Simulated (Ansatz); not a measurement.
`CO[Si](F)S` radical. Total charge 0; spin multiplicity 2. All single points use the PBE0-D4/def2-TZVP geometry. It is one conformer, not always the lowest.

```xyz
9

C    -0.834   -0.652    1.124
O    -0.319    0.595    0.702
Si    0.926    0.831   -0.319
F     1.016    2.416   -0.469
S     0.440   -0.124   -2.176
H    -0.249   -1.045    1.959
H    -1.861   -0.493    1.457
H    -0.835   -1.385    0.312
H     1.718   -0.145   -2.589
```

What is the dipole moment at ωB97M-V/def2-TZVPP? (Estimate.)

The calculation gave: 2.29 D, with components (0.32, -2.20, 0.57) D in this frame, pointing from negative to positive charge.

And with PBE, r2SCAN, B3LYP? (Best estimate.)

Ansatz gave: PBE 2.13 D, r2SCAN 2.19 D, B3LYP 2.29 D.

Give the Mulliken charges with ωB97M-V, r2SCAN, B3LYP in def2-TZVPP. (Best estimate.)

Computed: 
| atom | ωB97M-V | r2SCAN | B3LYP |
| --- | --- | --- | --- |
| C1 | -0.16 | 0.02 | -0.11 |
| O2 | -0.30 | -0.33 | -0.32 |
| Si3 | 0.48 | 0.54 | 0.53 |
| F4 | -0.28 | -0.29 | -0.29 |
| S5 | -0.23 | -0.25 | -0.24 |
| H6 | 0.12 | 0.07 | 0.11 |
| H7 | 0.13 | 0.07 | 0.11 |
| H8 | 0.11 | 0.06 | 0.10 |
| H9 | 0.13 | 0.12 | 0.12 |

B3LYP here is the variant with VWN-RPA as its local correlation; programs differ in this.
